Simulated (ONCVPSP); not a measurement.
What one change does to a pseudopotential (Ni (Z = 28), ONCV)

Ni, optimised norm-conserving Vanderbilt (ONCV), made with ONCVPSP 4.0.1 (PW91, scalar-relativistic). Core [Ne], reference 3s2 3p6 3d8 4s1.5 (charge +0.5). Waves: 3s+4s: rc 1.10 bohr, ncon 5, nbas 9, qcut 9 1/bohr, 2 projectors; 3p: rc 1.15 bohr, ncon 4, nbas 7, qcut 11.2 1/bohr, 3 projectors, debl 2.7 Ha; 3d: rc 1.55 bohr, ncon 4, nbas 9, qcut 8.6 1/bohr, 3 projectors, debl 0.6 Ha. Local part: polynomial inside 0.70 bohr (lpopt 1, dvloc0 0 Ha). Core correction: Teter function, fcfact 2.25, rcfact 1.45.

In the p channel the program set the typed energies aside and used -2.786, 0.250, 2.950 Ha.

All-electron outer shells of the reference configuration (PW91, scalar-relativistic, ld1.x):

```json
{"shell": "2p", "level (eV)": "-849.39", "outermost node (bohr)": "–", "outermost maximum (bohr)": "0.16"}
{"shell": "3s", "level (eV)": "-115.42", "outermost node (bohr)": "0.30", "outermost maximum (bohr)": "0.64"}
{"shell": "3p", "level (eV)": "-75.81", "outermost node (bohr)": "0.27", "outermost maximum (bohr)": "0.65"}
{"shell": "3d", "level (eV)": "-13.29", "outermost node (bohr)": "–", "outermost maximum (bohr)": "0.63"}
{"shell": "4s", "level (eV)": "-9.35", "outermost node (bohr)": "0.92", "outermost maximum (bohr)": "2.18"}
```

Change: d: nbas 7.

Cutoffs: the cutoffs (Ha) at which the residual kinetic energy of the hardest occupied pseudo-wave falls to 1 and 0.1 mHa per electron; they do not see the model core or the augmentation charge, which bear on the density cutoff. Errors are all-electron minus pseudo energies relative to the spin-unpolarised reference configuration.

Task: How do hardness, ghosts and transferability respond?

Result: The potential gets neither clearly harder nor softer (43 Ha and 171 Ha → 43 Ha and 171 Ha); the errors of the 4 common tests hardly move; neither file shows a bound ghost.

| quantity | base | changed |
| --- | --- | --- |
| cutoff, loose | 43 Ha | 43 Ha |
| cutoff, tight | 171 Ha | 171 Ha |
| loose cutoff by channel | s 43 Ha, p 42 Ha, d 35 Ha | s 43 Ha, p 42 Ha, d 36 Ha |
| bound ghosts | none | none |
| GHOST(+) flags under 300 eV | none | none |
| error for 3s2 3p6 3d8 4s2, meV [ΔE -3.75 eV] | +0.8 | +0.8 |
| error for 3s2 3p6 3d8 4s1, meV [ΔE 5.64 eV] | +0.4 | +0.3 |
| error for 3s2 3p6 3d8 4s0, meV [ΔE 23.05 eV] | +6.8 | +6.4 |
| error for 3s1 3p6 3d8 4s2, meV [ΔE 115.66 eV] | -484 | -460 |
| s: phases at 1.12 bohr within 0.05 rad from the reference energy up to (Ha; the scan ends near 5) | to the end of the scan | to the end of the scan |
| p: phases at 1.17 bohr within 0.05 rad from the reference energy up to (Ha; the scan ends near 5) | to the end of the scan | to the end of the scan |
| d: phases at 1.57 bohr within 0.05 rad from the reference energy up to (Ha; the scan ends near 5) | to the end of the scan | to the end of the scan |
| rms error of d²Exc/dni dnj with the model core, mHa | 1.01 | 0.91 |
